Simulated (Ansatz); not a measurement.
C₂H₈OSeSn (`C[O][SnH]([CH3])[SeH]`), relaxed with RKS PBE0-D4/def2-TZVP in Ansatz from a GFN2-xTB geometry. The force threshold is 0.005 eV/Å; the program also tests the step.

Total charge 0; spin multiplicity 1. Sn: def2 effective core potential.

Start:

```xyz
13

C     0.549   -1.167    1.728
O     0.257   -1.227    0.367
Sn   -0.847    0.099   -0.688
C     0.176    2.049   -0.698
Se   -0.691   -1.217   -2.801
H     1.155   -0.292    1.980
H    -0.353   -1.157    2.344
H     1.121   -2.065    1.967
H    -2.437    0.168    0.045
H     1.159    1.887   -1.129
H    -0.380    2.754   -1.303
H     0.271    2.426    0.314
H     0.020   -2.259   -2.126
```

```
         step  energy (eV)  largest force (eV/Å)  largest move (Å)
            1  -75422.8017                 1.122             0.000
            2  -75422.8861                 0.446             0.192
            3  -75422.9330                 0.103             0.113
            4  -75422.9390                 0.093             0.121
 5 (rejected)  -75422.9175                 0.557             0.143
            6  -75422.9452                 0.045             0.071
            7  -75422.9466                 0.076             0.100
            8  -75422.9488                 0.041             0.031
            9  -75422.9491                 0.028             0.018
           10  -75422.9500                 0.015             0.048
11 (rejected)  -75422.9416                 0.594             0.197
           13  -75422.9517                 0.175             0.098
           15  -75422.9574                 0.094             0.200
17 (rejected)  -75422.9561                 0.489             0.103
           19  -75422.9644                 0.177             0.098
           21  -75422.9674                 0.067             0.071
           23  -75422.9704                 0.200             0.111
           25  -75422.9731                 0.008             0.059
           27  -75422.9735                 0.065             0.077
           29  -75422.9737                 0.004             0.006
31 (rejected)  -75422.9737                 0.022             0.031
           33  -75422.9738                 0.008             0.028
           34  -75422.9738                 0.004             0.004
```

End:

```xyz
13

C     0.549   -1.148    1.854
O     0.799   -0.977    0.484
Sn   -0.486    0.029   -0.621
C     0.199    2.037   -0.792
Se   -0.415   -1.017   -2.913
H     0.739   -0.233    2.432
H    -0.483   -1.468    2.065
H     1.219   -1.926    2.234
H    -2.002   -0.197    0.145
H     1.206    2.031   -1.206
H    -0.462    2.604   -1.447
H     0.217    2.499    0.195
H    -1.080   -2.234   -2.430
```

Hardware: 2 threads of an AMD EPYC 7R13 on a shared host and a share of an NVIDIA H100 80 GB. Wall time 72 s, peak host memory 0.97 GiB.
